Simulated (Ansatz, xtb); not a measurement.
C5H6FNO: which of two isomers lies lower

Structure I is `COc1cc(F)c[nH]1`, a singlet and structure II is `COc1ccc(F)[nH]1`, a singlet. Both are isolated molecules in the gas phase, relaxed with PBE0-D3(BJ)/def2-SVP; the shapes shown needn't be the lowest conformers.

I (Å):

```xyz
14

C    -0.1593   -3.2460    0.2020
C    -0.2774   -1.2187    1.3255
C     0.2031   -1.6070    2.5637
C     0.1746   -0.4234    3.3518
C    -0.3037    0.6238    2.6078
F     0.5582   -0.3564    4.6208
N    -0.5769    0.1036    1.3550
O    -0.4830   -1.8810    0.1805
H    -0.7607   -3.7886    0.9522
H     0.9106   -3.4005    0.4268
H    -0.3804   -3.6445   -0.7959
H     0.5323   -2.5926    2.8779
H    -0.4678    1.6663    2.8596
H    -0.9440    0.6134    0.5645
```

II (Å):

```yaml
atoms:
  - { symbol: C, position_ang: [-0.4379, -3.2790, 0.2613] }
  - { symbol: C, position_ang: [-0.0335, -1.2690, 1.3390] }
  - { symbol: C, position_ang: [-0.4039, -1.5893, 2.6246] }
  - { symbol: C, position_ang: [-0.2000, -0.4108, 3.4239] }
  - { symbol: C, position_ang: [0.2788, 0.5443, 2.5774] }
  - { symbol: F, position_ang: [0.6308, 1.8006, 2.7884] }
  - { symbol: N, position_ang: [0.3836, 0.0357, 1.3108] }
  - { symbol: O, position_ang: [-0.0051, -1.9478, 0.1831] }
  - { symbol: H, position_ang: [0.1919, -3.8650, 0.9539] }
  - { symbol: H, position_ang: [-1.4868, -3.3401, 0.6018] }
  - { symbol: H, position_ang: [-0.3592, -3.7035, -0.7472] }
  - { symbol: H, position_ang: [-0.7792, -2.5477, 2.9725] }
  - { symbol: H, position_ang: [-0.3855, -0.2916, 4.4878] }
  - { symbol: H, position_ang: [0.7114, 0.5289, 0.4919] }
```

Quicker runs give these differences E(II) − E(I): GFN2-xTB −0.26 kcal/mol; HF/STO-3G −0.97 kcal/mol (at GFN2-xTB geometries); r2SCAN-D4/def2-SVP +0.10 kcal/mol (at GFN2-xTB geometries).

Question: Which of the two would you expect CCSD(T)/def2-SVP + ΔMP2/def2-TZVPP electronic energies to favour?

Answer: CCSD(T)/def2-SVP + ΔMP2/def2-TZVPP gives E(II) − E(I) = +0.25 kcal/mol, slightly favouring structure I, which is too small a margin to settle the true order.

The same difference at several levels:

```csv
level,geometry,E(II) − E(I) (kcal/mol),departure from the last row (kcal/mol),"job, with rough time for the two"
GFN2-xTB,GFN2-xTB,−0.26,−0.50,"optimisation, 0.53 s"
HF/STO-3G,GFN2-xTB,−0.97,−1.21,"single point, 2.5 s"
r2SCAN-D4/def2-SVP,GFN2-xTB,+0.10,−0.14,"single point, 15 s"
PBE0-D3(BJ)/def2-SVP,PBE0-D3(BJ)/def2-SVP,−0.01,−0.25,"optimisation, 2.5 min"
HF/def2-SVP,PBE0-D3(BJ)/def2-SVP,−0.08,−0.33,part of the CCSD(T) run
MP2/def2-SVP,PBE0-D3(BJ)/def2-SVP,−0.32,−0.56,part of the CCSD(T) run
CCSD(T)/def2-SVP,PBE0-D3(BJ)/def2-SVP,−0.20,−0.44,single point
CCSD(T)/def2-SVP + ΔMP2/def2-TZVPP,PBE0-D3(BJ)/def2-SVP,+0.25,,"single point, 6.3 min"
```

As drawn, both hold the same kinds of bond in the same numbers.

The largest departure from CCSD(T)/def2-SVP + ΔMP2/def2-TZVPP is that of HF/STO-3G, 1.21 kcal/mol. The last row adds to CCSD(T) the change of the MP2 difference between the two basis sets, here +0.44 kcal/mol.

With thermal terms from frequencies at re-optimised GFN2-xTB minima (ideal gas, soft modes damped towards free rotors, one conformer each, 298.15 K, 1 atm): the zero-point term adds −0.01 kcal/mol; ΔH is +0.25 and ΔG +0.24 kcal/mol.

The correlated steps freeze 8 core orbitals. Codes used: Ansatz 0.2.0, xtb 6.7.1; the last row on 2 threads of Intel(R) Xeon(R) Processor @ 2.50GHz (Skylake/Cascade Lake) on a shared host.
